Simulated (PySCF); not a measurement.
**Removal energies of Au⁶¹⁺ from EOM-IP-GCCSD**

Reference: closed-shell Au⁶¹⁺, [Ar]; one electron is removed. Calculated with PySCF 2.14, two-component X2C-1e with screened spin-orbit coupling, an even-tempered Gaussian basis (17 s from 6.8 bohr⁻², ratio 2.6; 14 p from 8.8 bohr⁻², ratio 2.6; 5 d from 9 bohr⁻², ratio 2.8; 3 f from 140 bohr⁻², ratio 2.8); frozen [Ne]; the 60 highest virtual spinors dropped; of the others 54 kept and the rest restored at second order. No Breit or QED terms. Binding energies in eV.

| level | Koopmans | second order | EOM-CCSD |
| --- | --- | --- | --- |
| 3s1/2 | 7450.5 | 7443.8 | 7428.1 |
| 3p1/2 | 7212.6 | 7212.1 | 7212.0 |
| 3p3/2 | 6727.3 | 6728.5 | 6728.9 |

In EOM-CCSD the overlap with the one-orbital guess is low for 3s1/2 (weight 0.79). That can mean mixing with two-hole, one-particle states, where second order and EOM-CCSD lose accuracy, or only a rotation among the degenerate components of the shell; the terms of those configurations are not listed.

For comparison, the ionisation energy of Au⁶¹⁺ is 6724 ± 12 eV (theoretical estimate listed by NIST; NIST Atomic Spectra Database, ionization energies).
